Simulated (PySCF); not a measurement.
## Electron correlation in C⁺ (carbon, charge +1)

[He] 2s2 2p1, 2P determinant. Computed with PySCF 2.14 in Sapporo-DZP-2012, with the spin-free X2C one-electron Hamiltonian (Gaussian nucleus). Frozen: 1s2; 3 electrons correlated.

MP2 pair energies summed by pair of shells (mhartree):

| pair | energy | share (%) |
| --- | --- | --- |
| 2s-2s | -26.41 | 60.5 |
| 2s-2p | -17.26 | 39.5 |

Total MP2 correlation energy: -43.67 mhartree.

Same-spin part -2.83 and opposite-spin part -40.84 mhartree; SCS-MP2 scales them by 1/3 and 6/5 to -49.95 mhartree.

| level | correlation energy (mhartree) |
| --- | --- |
| CCSD | -69.84 |
| (T) | -0.73 |
| CCSD(T) | -70.57 |

Diagnostics: T1 = 0.0096, D1 = 0.0182, largest double amplitude 0.135.

Cost of the coupled-cluster step: 0.08 s of wall time on 1 thread of Neoverse-V2 (shared host), for 3 correlated electrons.

Iterations:

```
CC2 = 0
CCSD nocc = (np.int64(2), np.int64(1)), nmo = (17, 17)
frozen orbitals [[0], [0]]
max_cycle = 100
direct = 0
conv_tol = 1e-08
conv_tol_normt = 1e-06
diis_space = 8
diis_start_cycle = 0
Init t2, MP2 energy = -0.0436698661783539
Init E_corr(UCCSD) = -0.04366986617843
cycle = 1  E_corr(UCCSD) = -0.058617063552088  dE = -0.0149471974  norm(t1,t2) = 0.0577377
cycle = 2  E_corr(UCCSD) = -0.0646035674007702  dE = -0.00598650385  norm(t1,t2) = 0.0277282
cycle = 3  E_corr(UCCSD) = -0.0698940423793893  dE = -0.00529047498  norm(t1,t2) = 0.0141263
cycle = 4  E_corr(UCCSD) = -0.0698078047971773  dE = 8.62375822e-05  norm(t1,t2) = 0.00136219
cycle = 5  E_corr(UCCSD) = -0.0698519683904803  dE = -4.41635933e-05  norm(t1,t2) = 0.000202418
cycle = 6  E_corr(UCCSD) = -0.0698310002503417  dE = 2.09681401e-05  norm(t1,t2) = 4.43856e-05
cycle = 7  E_corr(UCCSD) = -0.0698382049391185  dE = -7.20468878e-06  norm(t1,t2) = 1.81684e-05
cycle = 8  E_corr(UCCSD) = -0.0698381703485581  dE = 3.45905604e-08  norm(t1,t2) = 1.67708e-06
cycle = 9  E_corr(UCCSD) = -0.06983788212591  dE = 2.88222648e-07  norm(t1,t2) = 7.76426e-07
cycle = 10  E_corr(UCCSD) = -0.0698378948139961  dE = -1.26880862e-08  norm(t1,t2) = 3.98931e-08
cycle = 11  E_corr(UCCSD) = -0.0698378929610699  dE = 1.85292622e-09  norm(t1,t2) = 1.67205e-08
UCCSD converged
E(UCCSD) = -37.37200100567323  E_corr = -0.06983789296106993
UCCSD(T) correction = -0.000730703887276812
```
